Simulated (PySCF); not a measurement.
A calculated (M06, PySCF 2.14, cc-pwCVTZ-X2C, the spin-free X2C one-electron Hamiltonian (Gaussian nucleus)) atom or ion has these occupied shells.

```json
{"shell": "1s α", "electrons": "1", "orbital energy (eV)": "-48384.2", "rms radius, mean of both spins (bohr)": "0.0254"}
{"shell": "1s β", "electrons": "1", "orbital energy (eV)": "-48384.2", "rms radius, mean of both spins (bohr)": "0.0254"}
{"shell": "2s α", "electrons": "1", "orbital energy (eV)": "-7989.7", "rms radius, mean of both spins (bohr)": "0.103"}
{"shell": "2s β", "electrons": "1", "orbital energy (eV)": "-7989.7", "rms radius, mean of both spins (bohr)": "0.103"}
{"shell": "2p α", "electrons": "3", "orbital energy (eV)": "-7125.8", "rms radius, mean of both spins (bohr)": "0.0923"}
{"shell": "2p β", "electrons": "3", "orbital energy (eV)": "-7125.8", "rms radius, mean of both spins (bohr)": "0.0923"}
{"shell": "3s α", "electrons": "1", "orbital energy (eV)": "-1779.0", "rms radius, mean of both spins (bohr)": "0.266"}
{"shell": "3s β", "electrons": "1", "orbital energy (eV)": "-1776.6", "rms radius, mean of both spins (bohr)": "0.266"}
{"shell": "3p α", "electrons": "3", "orbital energy (eV)": "-1507.0", "rms radius, mean of both spins (bohr)": "0.266"}
{"shell": "3p β", "electrons": "3", "orbital energy (eV)": "-1504.5", "rms radius, mean of both spins (bohr)": "0.266"}
{"shell": "3d α", "electrons": "5", "orbital energy (eV)": "-1138.8", "rms radius, mean of both spins (bohr)": "0.245"}
{"shell": "3d β", "electrons": "5", "orbital energy (eV)": "-1136.4", "rms radius, mean of both spins (bohr)": "0.245"}
{"shell": "4s α", "electrons": "1", "orbital energy (eV)": "-367.16", "rms radius, mean of both spins (bohr)": "0.601"}
{"shell": "4s β", "electrons": "1", "orbital energy (eV)": "-360.02", "rms radius, mean of both spins (bohr)": "0.601"}
{"shell": "4p α", "electrons": "3", "orbital energy (eV)": "-276.84", "rms radius, mean of both spins (bohr)": "0.638"}
{"shell": "4p β", "electrons": "3", "orbital energy (eV)": "-269.46", "rms radius, mean of both spins (bohr)": "0.638"}
{"shell": "4d α", "electrons": "5", "orbital energy (eV)": "-149.42", "rms radius, mean of both spins (bohr)": "0.705"}
{"shell": "4d β", "electrons": "5", "orbital energy (eV)": "-141.13", "rms radius, mean of both spins (bohr)": "0.705"}
{"shell": "5s α", "electrons": "1", "orbital energy (eV)": "-53.811", "rms radius, mean of both spins (bohr)": "1.49"}
{"shell": "5s β", "electrons": "1", "orbital energy (eV)": "-50.959", "rms radius, mean of both spins (bohr)": "1.49"}
{"shell": "5p α", "electrons": "3", "orbital energy (eV)": "-31.913", "rms radius, mean of both spins (bohr)": "1.76"}
{"shell": "5p β", "electrons": "3", "orbital energy (eV)": "-29.802", "rms radius, mean of both spins (bohr)": "1.76"}
{"shell": "4f α", "electrons": "7", "orbital energy (eV)": "-12.944", "rms radius, mean of both spins (bohr)": "1.07"}
{"shell": "6s α", "electrons": "1", "orbital energy (eV)": "-9.448", "rms radius, mean of both spins (bohr)": "4.02"}
```

Task: Name the element and its charge.

Result: Eu⁺ (europium, charge +1), in [Xe] 4f7 6s1, high-spin 9S determinant.
